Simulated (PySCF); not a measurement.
# Induced dipoles and field energies

Species: C4H8BNO3.
Structure used (PBE0-D3(BJ)/def2-SVP), in Å, numbered top down from 1:
```
atom  x, y, z in Å
N1     2.650   -0.143    0.165
C2     1.600   -0.986    0.145
O3     1.628   -2.148    0.499
C4     0.305   -0.379   -0.388
C5    -0.854   -0.649    0.554
C6    -2.100    0.036    0.036
O7    -1.863    1.408   -0.225
B8    -0.619    1.845   -0.528
O9     0.458    1.010   -0.625
H10    3.542   -0.477    0.502
H11    2.528    0.816   -0.131
H12    0.117   -0.880   -1.356
H13   -0.601   -0.261    1.556
H14   -0.994   -1.735    0.652
H15   -2.920   -0.027    0.767
H16   -2.452   -0.446   -0.893
H17   -0.444    3.022   -0.721
```

Level: CAM-B3LYP/def2-SVPD (PySCF); nuclei fixed, core orbitals frozen in the response. Permanent dipole (0.094, 1.024, -0.251) D (1 au = 2.5417 D). Static polarisability (au):

```
x   84.31 -0.34  0.70
y   -0.34 82.50 -5.56
z    0.70 -5.56 60.04
```

Only the terms in μ and α are kept: μ(F) = μ + αF and ΔE = −μ·F − ½ F·αF.

Problem. What do fields of 0.514 V/Å (0.01 au) along the six axis directions do?

Solution. 
```tsv
field along	induced x (D)	induced y (D)	induced z (D)	total size (D)	−μ·F (kJ/mol)	−½F·αF (kJ/mol)
+x	2.143	-0.009	0.018	2.468	-0.971	-11.068
−x	-2.143	0.009	-0.018	2.310	+0.971	-11.068
+y	-0.009	2.097	-0.141	3.147	-10.577	-10.830
−y	0.009	-2.097	0.141	1.083	+10.577	-10.830
+z	0.018	-0.141	1.526	1.555	+2.593	-7.882
−z	-0.018	0.141	-1.526	2.126	-2.593	-7.882
```

Problem. For the field (0.0060, -0.0060, -0.0040) au, what is the induced dipole, and what angle does it make with the field?

Solution. αF = (1.284, -1.207, -0.515) D, at 9.1° to the field. The polarisability along this direction, F·αF/F², is 76.02 au, against a mean of 75.61 au.

Problem. At what field along the permanent dipole would the induced dipole along it equal the permanent one, in this linear picture?

Solution. The polarisability along the dipole is 83.71 au, so F = 0.4164 au / 83.71 au = 0.0050 au = 0.26 V/Å; higher-order terms are ignored.

Problem. What field makes μF equal to kT at 298 K?

Solution. kT = 0.9437 × 10⁻³ Eh, so F = 0.00227 au = 11.7 MV/cm.

Problem. Induction energy −ᾱe²/2R⁴ of a unit charge at 14 Å, the molecule taken as a point?

Solution. R = 26.46 bohr, so the energy is −75.6/(2 × 26.46⁴) Eh = -0.203 kJ/mol. The charge–dipole term at its most favourable orientation, −μe/R², is -1.56 kJ/mol.

Isolated species at its PBE0-D3(BJ)/def2-SVP geometry (one conformer only).
